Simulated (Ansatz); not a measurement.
Basis sets compared for FeSi17H24. Total charge 0; singlet. Geometry PBE-D4/def2-SVP. Ansatz on 2 threads of AMD EPYC 7R13 on a shared host and a share (18 GiB) of an NVIDIA H100 80GB HBM3; times are rough, and most runs start from earlier orbitals.

```xyz
42

Si    1.4616   -0.2598   -3.8744
Si    0.6700   -3.3594   -1.0965
Si    0.5567    3.1181    2.8170
Si    1.4996   -1.5933    2.2089
Si    1.0326    0.6170   -0.3049
Si   -1.9823   -0.8325   -1.9643
Si   -2.2222    0.9093    1.4464
Si   -2.1251   -2.5774    1.4686
Si    1.9587    1.4366   -2.3111
Si    1.3135    3.1262    0.6955
Si    1.8704   -1.6055   -0.0985
Si   -0.8507   -0.7063   -4.0328
Si   -1.6001   -2.8437   -0.8108
Si    1.7241    0.6334    2.8689
Si   -1.7184    3.0500    2.4468
Si   -0.7535   -0.8883    2.4088
Si   -1.3006    1.0253   -0.7050
Fe   -0.0570    1.3285    1.4839
H     1.9474    0.1284   -5.2508
H     2.2034   -1.5052   -3.4612
H     1.0162   -4.6527   -0.3993
H     0.9756   -3.5204   -2.5644
H     1.0904    3.3499    4.2067
H     1.8935   -2.7947    3.0405
H    -3.4635   -0.6790   -2.2263
H    -3.6163    0.4431    1.7716
H    -1.8123   -3.8655    2.1933
H    -3.6082   -2.3171    1.5972
H     3.4581    1.5699   -2.1969
H     1.3900    2.7592   -2.7585
H     2.8058    3.0469    0.5204
H     0.7069    4.0875   -0.2918
H     3.3391   -1.6580   -0.4532
H    -1.0707   -1.9773   -4.8177
H    -1.4658    0.4299   -4.8149
H    -2.4674   -3.9033   -1.4504
H     3.0682    1.2999    2.6421
H     1.5224    0.6128    4.3726
H    -2.5260    2.9977    3.7186
H    -2.2397    4.1168    1.5229
H    -1.0929   -0.8721    3.8841
H    -1.5314    2.3253   -1.4310
```

Single mean-field runs in def2-SVP, def2-TZVP are fitted with def2-universal-jkfit. The restricted singlet is unstable towards broken spin symmetry in Hartree–Fock (as tested in another run); at PBE-D4/def2-SVP, PBE-D4/def2-TZVP, PBE0-D4/def2-SVP, PBE0-D4/def2-TZVP this wasn't settled.

Binding counts from free atoms (Si triplet, Fe quintet, H doublet) in the same basis, without a counterpoise term.

| level | functions | energy (Eh) | HOMO (eV) | LUMO (eV) | binding per atom (eV) | wall time |
| --- | --- | --- | --- | --- | --- | --- |
| PBE-D4/def2-SVP | 457 | -6195.3294 | -4.98 | -3.74 | 3.26 | 7.5 s |
| PBE0-D4/def2-SVP | 457 | -6195.7608 | -5.89 | -2.86 | 3.18 | 7 s |

**Question.** Estimate the rows for PBE-D4/def2-TZVP, PBE0-D4/def2-TZVP (with forces).

**Answer.** 
| level | functions | energy (Eh) | HOMO (eV) | LUMO (eV) | binding per atom (eV) | wall time |
| --- | --- | --- | --- | --- | --- | --- |
| PBE-D4/def2-TZVP | 818 | -6197.2122 | -5.05 | -3.78 | 3.25 | 12 s |
| PBE0-D4/def2-TZVP (with forces) | 818 | -6197.6205 | -5.88 | -2.89 | 3.19 | 17 s |
